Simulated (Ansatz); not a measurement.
Cost and result for the atomization energy of C$_{2}$H$_{5}$BFN (`C=NB(C)F`) (10 atoms, 9 bonds).

Cartesian coordinates in Å:
```
C 0.7653 0.0595 1.9409
N 0.2792 -0.3727 0.8852
B -0.5510 -0.4698 -0.2195
C -0.2557 0.2585 -1.5744
F -1.6166 -1.2854 -0.1296
H 0.3368 0.9125 2.4829
H 1.6551 -0.3990 2.3872
H -0.1501 -0.4737 -2.3808
H -1.1054 0.8944 -1.8429
H 0.6425 0.8757 -1.5489
```

The species carries charge 0 and has multiplicity 1. All single points use the PBE0-D4/def2-TZVP geometry. It is one conformer, not always the lowest. Program: Ansatz. All runs use 2 threads of an AMD EPYC 7B13 on a shared host. Times are those of one run each, without the atoms' runs, and a repeat can differ threefold. Electronic energies, without spin–orbit coupling; frozen cores. CCSD(T)/CBS adds CCSD(T) − MP2 in def2-TZVPP to the MP2 limit, and its time is that of the two runs behind it. T1 = 0.013. B3LYP takes the VWN-RPA correlation (the form of Gaussian; ORCA's B3LYP/G).

CCSD(T)/CBS is a level of theory with its own doubt, some kJ/mol a heavy atom from the limit and from the frozen cores, so smaller differences don't rank the functionals.

| level | functions | wall time | atomization (kJ/mol) | difference from CCSD(T)/CBS | per bond |
| --- | --- | --- | --- | --- | --- |
| LDA (SPW92)/def2-TZVPP | 225 | 1.4 s | 4801.3 | 641.2 | 71.2 |
| revPBE-D4/def2-TZVPP | 225 | 2.1 s | 4187.6 | 27.5 | 3.1 |
| BLYP-D4/def2-TZVPP | 225 | 2.3 s | 4213.3 | 53.2 | 5.9 |
| PBE0-D4/def2-TZVPP | 225 | 2.7 s | 4206.1 | 46.0 | 5.1 |
| CAM-B3LYP-D4/def2-TZVPP | 225 | 3.2 s | 4217.6 | 57.5 | 6.4 |
| B3LYP-D4/def2-TZVPP (with forces) | 225 | 4.3 s | 4200.8 | 40.7 | 4.5 |
| B2PLYP/def2-TZVPP | 225 | 5.5 s | 4156.3 | -3.8 | -0.4 |
| CCSD(T)/def2-SVP | 95 | 5.5 s | 3991.3 | -168.8 | -18.8 |
| PBE-QIDH/def2-TZVPP | 225 | 6 s | 4156.5 | -3.6 | -0.4 |
| ωB97X-V/def2-TZVPP | 225 | 7 s | 4181.2 | 21.1 | 2.3 |
| MP2/def2-QZVPP | 435 | 22 s | 4209.7 | 49.6 | 5.5 |
| CCSD(T)/def2-TZVPP | 225 | 2 min | 4059.1 | -101.0 | -11.2 |
| CCSD(T)/CBS(def2) | – | 2.4 min | 4160.1 | 0.0 | 0.0 |

From BLYP to BHLYP (50 % exact exchange), in def2-TZVPP and without D4, the atomization energy moves by −135.2 kJ/mol: exact exchange takes away binding that semilocal exchange gives to molecules. At CCSD(T), def2-SVP lies −168.8 kJ/mol from the extrapolated value and def2-TZVPP −101.1 kJ/mol: correlation converges slowly with the basis, and small sets miss more of it in the bonded molecule than in its fragments. Leaving LDA and LC-ωPBE aside and taking each functional with its dispersion term where it has one, the values, not all of them listed here, spread over 241.4 kJ/mol, from BHLYP-D4 to PBE-D4. LDA lies +513.8 kJ/mol from PBE without D4, its usual overbinding.
